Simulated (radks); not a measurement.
The numbers below are computed, except where a source is named.
W6+, configuration [Xe] 4f14. Level of theory: scalar-relativistic Kohn-Sham, exchange-only LDA, spin-polarised, spherical densities, point nucleus (a radial shooting solver on a logarithmic mesh with Libxc functionals). Some entries of the table are withheld. Estimate them.

| orbital | occ. | eigenvalue (eV) | r(max) (bohr) |
|---|---|---|---|
| 1s | 2 | -69513.45 | 0.01146 |
| 2s | 2 | (1) | (2) |
| 2p | 6 | -10560.70 | 0.05390 |
| 3s | 2 | -2834.214 | 0.1854 |
| 3p | 6 | -2390.074 | 0.1835 |
| 3d | 10 | -1878.531 | 0.1493 |
| 4s | 2 | -642.8919 | (3) |
| 4p | 6 | (4) | 0.4413 |
| 4d | 10 | -312.4711 | 0.4522 |
| 5s | 2 | -152.0194 | 0.9563 |
| 5p | 6 | -114.5693 | (5) |
| 4f | 14 | (6) | 0.4277 |

Answer. 
(1) 2s eigenvalue (eV): -12060.81
(2) 2s r(max) (bohr): 0.06571
(3) 4s r(max) (bohr): 0.4207
(4) 4p eigenvalue (eV): -497.1605
(5) 5p r(max) (bohr): 1.074
(6) 4f eigenvalue (eV): -107.4558
